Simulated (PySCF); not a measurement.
Fill in the blanks.

Species: [SiBr3]- (charge -1).
Bonds: Si1–Br2, Si1–Br3, Si1–Br4.

```tsv
property	level	value
point group	PBE0-D3(BJ)/def2-SVP	?
rotational constants A, B, C	PBE0-D3(BJ)/def2-SVP	?
HOMO energy	KT2/pcSseg-1	-0.90 eV
LUMO energy	KT2/pcSseg-1	?
isotropic shieldings of nuclei other than C and H, by class	GIAO KT2/pcSseg-1	?
```

The electronic properties come from PySCF, for the isolated species, density fitting. Isolated species at its PBE0-D3(BJ)/def2-SVP geometry, gas phase. The calculation is non-relativistic and has no spin–orbit coupling, an omission that weighs most on bromine. Atoms bound to Br lack the heavy atom's spin–orbit term in their shielding, so their NMR values are less reliable. No diffuse functions stand in pcSseg-1, which bears on an anion's orbital energies.

Q: The isotropic shieldings of nuclei other than C and H, by class?

A: 225 (Si1), 2171 (Br2/Br3/Br4) ppm.

Q: What are the rotational constants A, B, C?

A: 0.922, 0.913, 0.488 GHz.

Q: What is the point group?

A: C3v.

Q: What is the LUMO energy?

A: 3.24 eV.

The rotational constants are those of an oblate symmetric top; the small spread among constants that symmetry makes equal is optimisation noise. With B = h/(8π²I), that is 505.379 GHz u Å² over I, the principal moments of inertia are 548.4, 553.4 and 1035.6 u Å² (most abundant isotopes); the inertial defect Ic − Ia − Ib is -66.2 u Å² (zero for a rigid planar frame, negative otherwise).
